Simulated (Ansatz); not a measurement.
Reactions of CH₅ClGeSe, SMILES `[CH3][GeH]([Cl])[SeH]`.

Calculated with Ansatz (gas phase, PBE0-D4/def2-TZVP geometries, no zero-point term in ΔE). CCSD(T)/CBS is the MP2 limit (def2-TZVPP, def2-QZVPP) plus CCSD(T) − MP2 in def2-TZVPP, frozen cores. This one scheme is used for every species, atoms too. DFT in def2-TZVPP. No spin–orbit coupling; open shells (•) take unrestricted orbitals. Spin–orbit coupling would lower the free atoms: a little for Cl. Elements past krypton have def2 core potentials. Bonds to Ge, I, In, Se are less sure, by a few kJ/mol each and by 10 to 20 or more in all where they break to atoms, as the def2 sets lack core-valence functions. Scalar relativity is left out up to krypton. One conformer a species, not always the lowest.

```tsv
reaction	CCSD/CBS(def2) (kJ/mol)	PBE0-D4 (kJ/mol)
`[CH3][GeH]([Cl])[SeH]` → Cl• + `[CH3][GeH][SeH]`•	414	412
`[CH3][GeH]([Cl])[SeH]` + `COC1(F)CO1` → `C[O][GeH]([Cl])[SeH]` + `CC1(F)CO1`	-49	-43
`[CH3][GeH]([Cl])[SeH]` + `N[SiH2][SiH3]` → `N[SiH]([SiH3])[SeH]` + `[CH3][GeH2][Cl]`	-7	-7
`[CH3][GeH]([Cl])[SeH]` + `[OH][GeH]([F])[F]` → `C[O][GeH]([F])[F]` + `[Cl][GeH2][SeH]`	106	104
`[CH3][GeH]([Cl])[SeH]` + HI → `[CH3][GeH]([Cl])[I]` + H₂Se	-26	-24
`[CH3][GeH]([Cl])[SeH]` + `[F][InH][F]` → `[CH3][GeH]([F])[SeH]` + `[F][InH][Cl]`	-45	-43
`[CH3][GeH]([Cl])[SeH]` + `O=[CH][GeH2][SiH3]` → `O=[CH][GeH2][SeH]` + `[CH3][GeH]([SiH3])[Cl]`	6	7
`[CH3][GeH]([Cl])[SeH]` + H₂O → `[CH3][GeH]([OH])[Cl]` + H₂Se	27	32
`[CH3][GeH]([Cl])[SeH]` + `CC[SiH3]` → `[SiH3]CC[SeH]` + `[CH3][GeH2][Cl]`	108	111
`[CH3][GeH]([Cl])[SeH]` + `[CH2]1[AlH][SiH2]1` → `[SeH][SiH]1[CH2][AlH]1` + `[CH3][GeH2][Cl]`	-5	-6
```

(1) Give the CCSD(T)/CBS values in the same order. (An estimate is asked.)

Largest T1 diagnostic: 0.017, for `[F][InH][F]`.

## Answers

(1) The calculation gave: 424, -50, -7, 108, -26, -43, 7, 29, 107, -6 kJ/mol.
